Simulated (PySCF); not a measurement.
O2Zr, SMILES [O]=[Zr]=[O] (connectivity only; charge and spin as stated), charge +1, multiplicity 2.

Geometry: PBE0-D3(BJ)/def2-TZVP. A frequency run showed that this geometry is not a minimum. The spin state was assumed, not searched. The isomer is the one that the SMILES or the coordinates give; other isomers of the formula were not compared. The def2 effective core potentials stand for the cores of Zr; spin–orbit coupling is left out.

Level of theory: TDA-PBE/def2-TZVPD in PySCF 2.14.0.

Vertical excitations. 

Give excitation energies, oscillator strengths and character. (An estimate is asked for; the answer gives what the named calculation found.)


```tsv
state	energy (eV)	λ (nm)	f	main pairs
root 1	1.28	970	0.000	β HOMO→LUMO 100 %
root 2	1.79	691	0.000	β HOMO−1→LUMO 100 %
root 3	1.81	684	0.000	β HOMO−2→LUMO 100 %
root 4	2.18	568	0.001	β HOMO−3→LUMO 100 %
root 5	3.18	390	0.039	β HOMO−4→LUMO 81 %
root 6	4.05	306	0.000	α HOMO→LUMO 11 %, β HOMO→LUMO+1 88 %
root 7	4.52	274	0.002	α HOMO→LUMO 87 %, β HOMO→LUMO+1 11 %
root 8	4.54	273	0.000	α HOMO−2→LUMO 7 %, β HOMO−1→LUMO+1 92 %
root 9	4.58	271	0.002	α HOMO−3→LUMO 8 %, β HOMO−2→LUMO+1 91 %
root 10	4.63	268	0.002	α HOMO−1→LUMO 99 %
```
Unrestricted roots are not spin-pure.
